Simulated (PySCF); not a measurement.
## Broadened absorption spectrum of C4H9AsS

Compound: C₄H₉AsS.
Z-matrix (Å and degrees, PBE0-D3(BJ)/def2-SVP geometry), rows numbered from 1:
```
S 
C   1  1.8285
C   2  1.5263  1  113.64
C   3  1.5285  2  108.85  1  -172.45
As  4  2.0031  3  106.91  2    33.45
C   2  1.5216  1  109.12  3  -119.92
H   1  1.3510  2   96.79  3   -60.88
H   2  1.1033  1  108.09  3   121.92
H   3  1.1025  2  111.23  1    64.05
H   3  1.1031  2  107.86  1   -52.51
H   4  1.0993  3  112.03  2   -85.31
H   4  1.0991  3  112.11  2   153.67
H   5  1.5289  4   94.75  3  -101.13
H   6  1.0990  2  113.36  1   -70.25
H   6  1.1027  2  110.38  1    50.96
```

Method: PySCF, TDDFT PBE0/def2-SVPD, vertical, gas phase, core orbitals frozen in the response. The PBE0/def2-SVPD calculation is non-relativistic and has no spin–orbit coupling, an omission that weighs most on arsenic.

Computed states:

```json
{"state": "S1", "E (eV)": "5.43", "f": "0.0085"}
{"state": "S2", "E (eV)": "5.94", "f": "0.034"}
{"state": "S3", "E (eV)": "5.98", "f": "0.0028"}
{"state": "S4", "E (eV)": "6.16", "f": "0.090"}
{"state": "S5", "E (eV)": "6.33", "f": "0.0003"}
{"state": "S6", "E (eV)": "6.58", "f": "0.0046"}
{"state": "S7", "E (eV)": "6.73", "f": "0.035"}
{"state": "S8", "E (eV)": "6.94", "f": "0.163"}
{"state": "S9", "E (eV)": "7.06", "f": "0.020"}
{"state": "S10", "E (eV)": "7.23", "f": "0.0088"}
```

Each state is given a Gaussian of 0.4 eV full width at half maximum, with ε(max) = 2.175×10⁸ f / Δν̃ (Δν̃ the width in cm⁻¹). The width is an assumption, not a result. The curve ends short of the highest state used, and states not computed would add to its high-energy end.

Question: Give the broadened spectrum and its maxima.

Answer: 
```json
{"λ (nm)": "187.0", "ε (L mol⁻¹ cm⁻¹)": "4586"}
{"λ (nm)": "188.6", "ε (L mol⁻¹ cm⁻¹)": "3273"}
{"λ (nm)": "190.3", "ε (L mol⁻¹ cm⁻¹)": "2513"}
{"λ (nm)": "191.9", "ε (L mol⁻¹ cm⁻¹)": "2390"}
{"λ (nm)": "193.5", "ε (L mol⁻¹ cm⁻¹)": "2792"}
{"λ (nm)": "195.1", "ε (L mol⁻¹ cm⁻¹)": "3615"}
{"λ (nm)": "196.7", "ε (L mol⁻¹ cm⁻¹)": "4687"}
{"λ (nm)": "198.3", "ε (L mol⁻¹ cm⁻¹)": "5786"}
{"λ (nm)": "199.9", "ε (L mol⁻¹ cm⁻¹)": "6689"}
{"λ (nm)": "201.6", "ε (L mol⁻¹ cm⁻¹)": "7250"}
{"λ (nm)": "203.2", "ε (L mol⁻¹ cm⁻¹)": "7329"}
{"λ (nm)": "204.8", "ε (L mol⁻¹ cm⁻¹)": "7000"}
{"λ (nm)": "206.4", "ε (L mol⁻¹ cm⁻¹)": "6358"}
{"λ (nm)": "208.0", "ε (L mol⁻¹ cm⁻¹)": "5523"}
{"λ (nm)": "209.6", "ε (L mol⁻¹ cm⁻¹)": "4610"}
{"λ (nm)": "211.2", "ε (L mol⁻¹ cm⁻¹)": "3710"}
{"λ (nm)": "212.9", "ε (L mol⁻¹ cm⁻¹)": "2840"}
{"λ (nm)": "214.5", "ε (L mol⁻¹ cm⁻¹)": "2146"}
{"λ (nm)": "216.1", "ε (L mol⁻¹ cm⁻¹)": "1594"}
{"λ (nm)": "217.7", "ε (L mol⁻¹ cm⁻¹)": "1186"}
{"λ (nm)": "219.3", "ε (L mol⁻¹ cm⁻¹)": "910"}
{"λ (nm)": "220.9", "ε (L mol⁻¹ cm⁻¹)": "745"}
{"λ (nm)": "222.5", "ε (L mol⁻¹ cm⁻¹)": "661"}
{"λ (nm)": "224.2", "ε (L mol⁻¹ cm⁻¹)": "627"}
{"λ (nm)": "225.8", "ε (L mol⁻¹ cm⁻¹)": "617"}
{"λ (nm)": "227.4", "ε (L mol⁻¹ cm⁻¹)": "609"}
{"λ (nm)": "229.0", "ε (L mol⁻¹ cm⁻¹)": "588"}
{"λ (nm)": "230.6", "ε (L mol⁻¹ cm⁻¹)": "549"}
{"λ (nm)": "232.2", "ε (L mol⁻¹ cm⁻¹)": "493"}
{"λ (nm)": "233.8", "ε (L mol⁻¹ cm⁻¹)": "425"}
{"λ (nm)": "235.5", "ε (L mol⁻¹ cm⁻¹)": "347"}
{"λ (nm)": "237.1", "ε (L mol⁻¹ cm⁻¹)": "275"}
{"λ (nm)": "238.7", "ε (L mol⁻¹ cm⁻¹)": "210"}
{"λ (nm)": "240.3", "ε (L mol⁻¹ cm⁻¹)": "154"}
{"λ (nm)": "241.9", "ε (L mol⁻¹ cm⁻¹)": "109"}
{"λ (nm)": "243.5", "ε (L mol⁻¹ cm⁻¹)": "74"}
{"λ (nm)": "245.2", "ε (L mol⁻¹ cm⁻¹)": "48"}
{"λ (nm)": "246.8", "ε (L mol⁻¹ cm⁻¹)": "31"}
{"λ (nm)": "248.4", "ε (L mol⁻¹ cm⁻¹)": "19"}
{"λ (nm)": "250.0", "ε (L mol⁻¹ cm⁻¹)": "11"}
{"λ (nm)": "251.6", "ε (L mol⁻¹ cm⁻¹)": "7"}
{"λ (nm)": "253.2", "ε (L mol⁻¹ cm⁻¹)": "4"}
{"λ (nm)": "254.8", "ε (L mol⁻¹ cm⁻¹)": "2"}
{"λ (nm)": "256.5", "ε (L mol⁻¹ cm⁻¹)": "1"}
```

Maxima: 203 nm (6.12 eV), ε about 7400, made up of S2 (18%) and S4 (80%) (ε in L mol⁻¹ cm⁻¹; maxima over ε = 5, shares over 10%). At its high-energy end, 6.63 eV, the curve is still rising (ε about 4600, from S7 and S8).

Question: What would ε be at 6.12 eV, the highest of these maxima, with half the width (0.2 eV)?

Answer: About 11500 L mol⁻¹ cm⁻¹ against 7350, a factor of about 1.6; a lone state at its own centre would give exactly 2.

Question: On this curve, what absorbance would a 10⁻⁴ mol/L sample give at 254 nm over a 1 cm path?

Answer: 254 nm is 4.881 eV, where ε is about 2.8 L mol⁻¹ cm⁻¹, so A = ε c l ≈ 0.00028 (Beer–Lambert, with the gas-phase spectrum and the assumed width).

Question: Coming from long wavelengths, where does ε first pass 100 L mol⁻¹ cm⁻¹?

Answer: At about 242 nm (5.12 eV), 0.32 eV below S1.

The vertical ionisation energy (ΔSCF) is 8.73 eV, 1.50 eV above S10.

On x86-64 server, one thread, no GPU, on a shared host, this took 2.4 min.

One conformer stands for the species.
